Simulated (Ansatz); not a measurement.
`[NH2][Sn]([NH2])([Cl])[Cl]` + H–F → `[NH2][Sn]([F])([Cl])[Cl]` + NH₃ at 400 K and 1 bar (ligand exchange at the Sn–N bond).

Computed with Ansatz on PBE0-D4/def2-TZVP structures; ΔE is electronic, products minus reactants. CBS: MP2 limit from def2 TZ/QZ plus the TZ coupled-cluster correction, frozen cores. This one scheme is used for every species. def2 core potentials past Kr. For Sn outer-core shells are correlated without core-valence functions, which leaves a few kJ/mol of doubt a bond. Each species was taken in one conformer, which may not be the lowest.

| species | CCSD(T)/CBS energy (Eh) | H − E (kJ/mol) | S (J/(mol·K)) |
| --- | --- | --- | --- |
| `[NH2][Sn]([NH2])([Cl])[Cl]` | -1245.51931 | 179.3 | 428.5 |
| H–F | -100.39570 | 36.5 | 182.2 |
| `[NH2][Sn]([F])([Cl])[Cl]` | -1289.42050 | 113.3 | 424.2 |
| NH₃ | -56.50880 | 104.2 | 203.1 |

H − E and S are ideal-gas, rigid-rotor, harmonic terms from PBE0-D4/def2-TZVP, for one conformer and one mirror image of each species. 1 Eh = 2625.50 kJ/mol, R = 8.31446 J/(mol·K).

Task: By hand: ΔE, ΔH, ΔS and ΔG.

Result: ΔE = (-1289.42050) + (-56.50880) − (-1245.51931) − (-100.39570) = -0.01429 Eh = -37.5 kJ/mol. Δ(H − E) = 113.3 + 104.2 − 179.3 − 36.5 = 1.7, so ΔH = -35.8 kJ/mol. ΔS = 424.2 + 203.1 − 428.5 − 182.2 = 16.6 J/(mol·K). ΔG = -35.8 − 400 × (16.6)/1000 = -42.4 kJ/mol.

Task: By hand: the equilibrium constant, and the temperature at which ΔG would vanish if ΔH and ΔS stayed fixed.

Result: log₁₀ K = −ΔG/(RT ln 10) = 5.5. ΔH and −TΔS have one sign here, so there is no such temperature.

ΔH outweighs TΔS. A doubt of 5 kJ/mol in ΔE shifts log₁₀ K by 0.7 here. Other conformers and mirror images would add mixing entropy, several J/(mol·K) or more a flexible species. Modes under 60 cm⁻¹, often nearly free rotors, make the harmonic entropy too high. These are equilibria of isolated gas molecules and say nothing of rates. Largest T1 diagnostic: 0.012 (customary marks: 0.02 for closed shells, 0.045 for open ones).
